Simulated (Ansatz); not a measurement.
A nudged elastic band was laid between two geometries of BClFH2N + FH (8 atoms, charge 0, multiplicity 1).

Computed with Ansatz 0.2.0, RKS PBE0/def2-SVP.

* movable images: 9
* climbing image: yes
* spring: 5.0 eV/Å²
* optimiser: quadratic models (default)
* start path: through a guess of the saddle point
* force threshold: 0.03 eV/Å
* iteration limit: 60
* end points: relaxed

Initial state:

```xyz
8
Properties=species:S:1:pos:R:3
B 0.074 -0.190 -0.108
Cl 0.022 -0.601 1.637
N 1.275 -0.235 -0.795
H 2.157 -0.439 -0.348
H 1.335 0.025 -1.771
F -1.072 0.099 -0.699
F 0.127 2.410 1.153
H 0.012 1.659 1.687
```

Final state:

```xyz
8
Properties=species:S:1:pos:R:3
B 0.100 0.509 -0.535
Cl 0.030 0.072 3.045
N 1.308 0.001 -0.996
H 1.361 -0.840 -1.553
H 2.198 0.416 -0.760
F -1.064 -0.052 -0.830
F 0.068 1.616 0.225
H -0.069 1.006 2.161
```

Problem. Which bonds break or form, and what moves?

Solution. Bonds broken: B1–Cl2, F7–H8. Bonds formed: B1–F7, Cl2–H8. BClFH2N + FH becomes BF2H2N + ClH.

Problem. What energy profile does the band end with?

Solution. It converged. The highest image is number 5 of 0 to 10, 0.82 eV above the first end and 1.41 eV above the last; the last end lies 0.59 eV below the first. The profile has 2 maxima (images 2, 5) with wells between them (image 4): this band takes more than one step, which may be the mechanism or a detour left from its start path. A vibrational analysis at the climbing image gives one clearly imaginary mode, 638i cm⁻¹: a first-order saddle point. The orbitals stay closed-shell, which can raise the energy where a bond breaks towards radicals; this wasn't checked here.

```json
{"image": "0", "path coordinate (Å)": "0.00", "energy (eV)": "0.00", "B1–Cl2 (Å)": "1.79", "F7–H8 (Å)": "0.93", "B1–F7 (Å)": "2.89"}
{"image": "1", "path coordinate (Å)": "1.05", "energy (eV)": "0.33", "B1–Cl2 (Å)": "1.79", "F7–H8 (Å)": "0.93", "B1–F7 (Å)": "2.64"}
{"image": "2", "path coordinate (Å)": "2.10", "energy (eV)": "0.78", "B1–Cl2 (Å)": "1.81", "F7–H8 (Å)": "0.93", "B1–F7 (Å)": "2.57"}
{"image": "3", "path coordinate (Å)": "3.16", "energy (eV)": "0.20", "B1–Cl2 (Å)": "1.80", "F7–H8 (Å)": "0.93", "B1–F7 (Å)": "2.84"}
{"image": "4", "path coordinate (Å)": "4.21", "energy (eV)": "0.07", "B1–Cl2 (Å)": "1.81", "F7–H8 (Å)": "0.93", "B1–F7 (Å)": "2.49"}
{"image": "5", "path coordinate (Å)": "5.26", "energy (eV)": "0.82", "B1–Cl2 (Å)": "2.10", "F7–H8 (Å)": "1.09", "B1–F7 (Å)": "1.60"}
{"image": "6", "path coordinate (Å)": "5.64", "energy (eV)": "0.27", "B1–Cl2 (Å)": "2.38", "F7–H8 (Å)": "1.42", "B1–F7 (Å)": "1.43"}
{"image": "7", "path coordinate (Å)": "6.02", "energy (eV)": "-0.33", "B1–Cl2 (Å)": "2.75", "F7–H8 (Å)": "1.71", "B1–F7 (Å)": "1.36"}
{"image": "8", "path coordinate (Å)": "6.40", "energy (eV)": "-0.54", "B1–Cl2 (Å)": "3.09", "F7–H8 (Å)": "1.92", "B1–F7 (Å)": "1.35"}
{"image": "9", "path coordinate (Å)": "6.78", "energy (eV)": "-0.59", "B1–Cl2 (Å)": "3.42", "F7–H8 (Å)": "2.04", "B1–F7 (Å)": "1.34"}
{"image": "10", "path coordinate (Å)": "7.16", "energy (eV)": "-0.59", "B1–Cl2 (Å)": "3.61", "F7–H8 (Å)": "2.03", "B1–F7 (Å)": "1.34"}
```

Problem. What is the geometry of the highest image?

Solution. 
```xyz
8
Properties=species:S:1:pos:R:3:forces:R:3
B 0.102 0.218 -0.022 0.00 0.00 0.00
Cl 0.289 -0.007 2.058 0.00 0.00 0.00
N 1.277 0.041 -0.773 0.00 0.00 0.00
H 1.343 -0.767 -1.378 0.00 0.00 0.00
H 2.174 0.376 -0.452 0.00 0.00 0.00
F -1.054 -0.321 -0.382 0.00 0.00 0.00
F -0.147 1.762 0.337 0.00 0.00 0.00
H -0.054 1.428 1.367 0.00 0.00 0.00
```

Time of the run: 9.3 min on 2 threads of Arm Neoverse V1 (shared host), peak memory 0.16 GiB.
